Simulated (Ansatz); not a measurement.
Consider the formal exchange of groups at a B–Si bond: `N[SiH](O)BO` + `NCCO` → `OBCCO` + `N[SiH](N)O`.

Computed with Ansatz on PBE0-D4/def2-TZVP structures; ΔE is electronic, products minus reactants. CCSD(T)/CBS adds triple-zeta CCSD(T) − MP2 to the extrapolated MP2 energy (def2 sets, frozen cores). This one scheme is used for every species. Functionals use def2-TZVPP. B3LYP here is the variant with VWN-RPA as its local correlation; programs differ in this. One conformer a species, not always the lowest.

`N[SiH](O)BO`:

Cartesian coordinates in Å:
```
N 0.325 0.190 -1.808
Si 0.221 -0.727 -0.359
O 1.639 -1.003 0.458
B -1.070 0.248 0.867
O -0.521 1.062 1.805
H 0.699 -0.216 -2.651
H 0.471 1.186 -1.791
H -0.215 -2.080 -0.788
H 1.887 -0.332 1.096
H -2.271 0.162 0.812
H -1.166 1.511 2.358
```

`NCCO`:

```xyz
11

N     0.546   -0.048    1.416
C     0.078   -0.757    0.238
C     0.038    0.180   -0.941
O    -0.935    1.175   -0.668
H    -0.070    0.736    1.592
H     0.514   -0.645    2.232
H     0.776   -1.569    0.007
H    -0.921   -1.207    0.351
H     1.030    0.630   -1.073
H    -0.220   -0.380   -1.850
H    -0.836    1.887   -1.303
```

`OBCCO`:

```xyz
12

O     0.293   -2.273    1.028
B     0.008   -1.407    0.025
C    -0.317    0.082    0.375
C     0.190    1.100   -0.631
O    -0.297    2.407   -0.405
H     0.442   -3.171    0.724
H    -0.013   -1.812   -1.111
H    -1.416    0.156    0.399
H     0.029    0.325    1.387
H    -0.143    0.833   -1.637
H     1.290    1.099   -0.647
H    -0.066    2.661    0.492
```

`N[SiH](N)O`:

```xyz
10

N     0.486    1.157   -0.740
Si   -0.495    0.010    0.070
N     0.271   -1.488   -0.211
O    -0.669    0.550    1.617
H     0.322    2.141   -0.604
H     0.806    0.966   -1.676
H    -1.903   -0.162   -0.362
H     1.266   -1.601   -0.102
H    -0.223   -2.354   -0.073
H     0.139    0.780    2.080
```

CCSD(T)/CBS gives -1.87 eV.

Another level gave -1.87 eV. Which?
A. MP2/def2-TZVPP
B. B2PLYP/def2-TZVPP
C. PBE/def2-TZVPP
D. B3LYP-D4/def2-TZVPP

B. B2PLYP -1.87, B3LYP-D4 -1.82, PBE -1.71, MP2/def2-TZVPP -1.94 eV.

Largest T1 diagnostic among the species: 0.013.

From PBE to PBE0 (25 % exact exchange), in def2-TZVPP and without D4, ΔE moves by −0.07 eV.
